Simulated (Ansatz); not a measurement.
Cost and result up the ladder for Zn4O4H14 (22 atoms). Charge 0, multiplicity 1. Geometry: r2SCAN-D4/def2-SVP.

```
atom    x (Å)    y (Å)    z (Å)
 Zn1  -0.9344   1.6112  -1.2852
  O2   1.2669  -1.1386  -1.3104
 Zn3   1.1942   2.3042   0.2290
  O4  -0.6850   2.0150   0.8056
  O5   0.0162  -0.9312   1.2780
 Zn6   0.5933  -2.4340   0.1623
 Zn7  -1.5867   0.1713   0.9341
  O8  -1.2170  -2.4575  -0.9126
  H9   0.8867   1.3555  -1.1481
 H10  -1.4477   2.6778  -2.2813
 H11   1.1252  -0.1649  -1.1843
 H12   2.1180  -1.2382  -1.7564
 H13   2.3118   0.8274   1.3736
 H14   2.2115   3.3791   0.6545
 H15  -1.1635   2.7491   1.2160
 H16   1.7062   0.3488   1.3197
 H17   0.1123  -1.1171   2.2221
 H18   1.3501  -3.7429   0.4696
 H19  -1.4869   0.0702  -0.8810
 H20  -2.9521   0.0027   1.6581
 H21  -1.4120  -1.5095  -1.1101
 H22  -2.0073  -2.7784  -0.4534
```

Ansatz on 2 threads of AMD EPYC 7R13 on a shared host and a share (18 GiB) of an NVIDIA H100 80GB HBM3. Times are rough, and most runs start from the orbitals of an earlier one. ωB97M-V/def2-TZVP serves as the yardstick here, not as an exact answer. Differences are given only for rows in sets of like size (and for xTB, whose basis is part of the method), since another set adds its own error. Binding counts from free atoms at the same level (Zn singlet, O triplet, H doublet; other spins of the atoms weren't run), without zero-point energy or a counterpoise term.

The 6-31G sets use Cartesian d functions. LC-ωPBE has ω = 0.4 bohr⁻¹. B3LYP takes the VWN-RPA correlation. Correlated methods freeze 40 core orbitals. The rows differ in basis, and correlated rows in double-zeta sets carry the largest basis error. In the singlet geometry the species has come apart into loosely held pieces. In the singlet, H13 and H16 lie 0.77 Å apart (atoms count from 1), so H2 has formed as a molecule.

Correlated methods converge slowly with the basis, most of all in double-zeta sets.

```tsv
level	functions	wall time	binding energy per atom (eV)	difference from ωB97M-V/def2-TZVP (eV)
PBE0-D4/def2-SVP	250	8 s	2.65	–
MP2/def2-TZVP	400	9.5 s	2.56	-0.09
HF/6-31G	180	11 s	1.80	–
B3LYP-D4/6-31G	180	11 s	2.71	–
PBE-D4/def2-SVP	250	12 s	2.71	–
LC-ωPBE/def2-TZVP	400	13 s	2.64	-0.01
PBE-D4/def2-TZVP (with forces)	400	13 s	2.62	-0.02
CCSD(T)/def2-SVP	250	14 s	2.52	–
HF/def2-TZVP	400	15 s	1.80	-0.85
PBE0-D4/def2-TZVP (with forces)	400	15 s	2.58	-0.06
r2SCAN-D4/def2-TZVP	400	16 s	2.67	0.02
ωB97M-V/def2-TZVP	400	17 s	2.64	0.00
```
